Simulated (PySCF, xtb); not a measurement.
Cd(Br)(SH) (BrCdHS), SMILES [SH][Cd][Br]. Other conformers were not sampled.

Harmonic wavenumbers (cm⁻¹) from GFN2-xTB (xtb) at its own minimum, in rising order: 48, 168, 197, 277, 560, 2477.

What does PBE0-D3(BJ)/def2-TZVP run with PySCF 2.14.0 give at its own minimum? (Estimate from the structure and the level; the computed values follow.)

73, 76, 239, 375, 659, 2705. Paired by order, the mean absolute difference is 97 cm⁻¹ and the zero-point energies are 5.3 and 5.9 kcal/mol.
